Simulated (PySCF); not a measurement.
## Ti: excitation energy

Ti [Ar] 3d2 4s2 (3F) → Ti [Ar] 3d1 4s2 4p1 (high-spin determinant), as a difference of total energies. Computed with PySCF 2.14 in def2-TZVPPD (6s6p4d2f1g, 67 functions), with no relativity, point nucleus. Correlated levels: valence: [Ar] frozen; valence and next inner shell: [Ne] frozen. The calculations carry no spin-orbit coupling.

| method | excitation energy (eV) |
| --- | --- |
| UHF | 4.735 |
| LDA | 5.503 |
| PBE | 5.386 |
| PBE0 | 5.239 |
| r2SCAN | 5.563 |
| B3LYP | 5.418 |
| PBEsol | 5.384 |
| BHandHLYP | 5.250 |
| MP2 (valence) | 4.619 |
| SCS-MP2 (valence) | 4.527 |
| MP2 (valence and next inner shell) | 4.702 |
| SCS-MP2 (valence and next inner shell) | 4.644 |

Question: How much does correlation contribute at MP2 (valence and next inner shell)?

Answer: 4.702 − (4.735) = -0.033 eV, measured against UHF.

A first-order spin-orbit estimate (lowest level to lowest level, LS coupling) adds -0.005 eV.

The determinant of the upper state mixes LS terms, which raises its energy above the lowest term, most at the Hartree-Fock and MP2 levels.
